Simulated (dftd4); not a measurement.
C₃H₃N₂, doublet, at a GFN2-xTB geometry; dftd4 with D4 for r2scan.

The dftd4 input:
```
$ dftd4 mol.xyz --func r2scan --charge 0 --json dftd4.json --noedisp --grad

# file mol.xyz
8

C      0.62144743    -1.03886727    -0.00704831
C      1.15265949     0.20944187     0.02891025
N      0.05451505     1.04591052     0.02172701
C     -1.04336427     0.24979233    -0.01753433
N     -0.70674734    -1.01313845    -0.03511281
H      2.15724996     0.57184534     0.05764149
H      0.07195203     2.05438155     0.04192068
H     -2.04803183     0.62216701    -0.03182727
```

Q: What does dftd4 print? Leave out banner, timings and long lists.

A: 
```
                    ____  _____ _____     ____  _  _
      -------------|  _ \|  ___|_   _|---|  _ \| || |------------
     |             | | | | |_    | | ___ | | | | || |_           |
     |             | |_| |  _|   | ||___|| |_| |__   _|          |
     |             |____/|_|     |_|     |____/   |_|            |
     |             ===================================           |
     |            E. Caldeweyher, S. Ehlert & S. Grimme          |
     |          Mulliken Center for Theoretical Chemistry        |
     |                    University of Bonn                     |
      -----------------------------------------------------------

Rational (Becke-Johnson) damping: r2scan-D4-ATM
---------------------
  s6         1.0000
  s8         0.6019
  s9         1.0000
  a1         0.5156
  a2         5.7734
 alp        16.0000
--------------------

Dispersion energy:      -1.3979505559753E-03 Eh

Gradient norm:           1.1031867443129E-04 Eh/a0
--------------------------------------------------
     #    Z           dE/dx      dE/dy      dE/dz
--------------------------------------------------
     1    6 C    -5.428E-05  5.857E-05 -1.659E-08
     2    6 C    -1.074E-05 -3.446E-06 -2.988E-07
     3    7 N     6.053E-06 -1.452E-05 -1.552E-07
     4    6 C     6.190E-05 -3.802E-05  5.842E-07
     5    7 N    -5.347E-06 -6.858E-06 -2.498E-07
     6    1 H     5.829E-06  1.551E-06  1.559E-07
     7    1 H     1.833E-08  4.097E-06  8.091E-08
     8    1 H    -3.430E-06 -1.366E-06 -1.006E-07
--------------------------------------------------

Virial:
--------------------------------------------------
      component           x          y          z
--------------------------------------------------
          x      -1.644E-04  1.561E-04 -4.689E-07
          y       1.561E-04 -1.339E-04  7.257E-07
          z      -4.689E-07  7.257E-07  4.177E-09
--------------------------------------------------

[Info] Dispersion results written to 'dftd4.txt'
[Info] JSON dump of results written to 'dftd4.json'
```
